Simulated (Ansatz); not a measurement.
ClFH₅NSi₂ (`F[SiH2]N[SiH2]Cl`), relaxed with RKS PBE0-D4/def2-TZVP in Ansatz 0.2.0 from a PBE-D4/def2-SVP geometry. The force threshold is 0.005 eV/Å; the program also tests the step.

Total charge 0; spin multiplicity 1.

Start:

```xyz
10

F    -1.724    1.352    1.603
Si   -0.753    1.371    0.281
N    -0.497   -0.235   -0.341
Si    0.875   -1.278   -0.071
Cl    2.177   -1.299   -1.703
H     0.571    1.925    0.701
H    -1.463    2.197   -0.747
H    -1.229   -0.604   -0.958
H     0.423   -2.692    0.127
H     1.619   -0.738    1.109
```

```tsv
step	energy (eV)	largest force (eV/Å)	largest move (Å)
1	-32558.7569	0.948	0.000
2	-32558.8197	0.569	0.042
3	-32558.8358	0.102	0.027
4	-32558.8365	0.026	0.008
5	-32558.8365	0.003	0.002
```

End:

```xyz
10

F    -1.685    1.334    1.570
Si   -0.745    1.346    0.276
N    -0.494   -0.233   -0.336
Si    0.857   -1.256   -0.067
Cl    2.145   -1.278   -1.672
H     0.563    1.893    0.692
H    -1.446    2.171   -0.731
H    -1.212   -0.597   -0.948
H     0.419   -2.655    0.122
H     1.600   -0.724    1.095
```

Run time 13 s (4 threads of an Intel Xeon 6975P-C on a shared host); peak host memory 0.59 GiB.
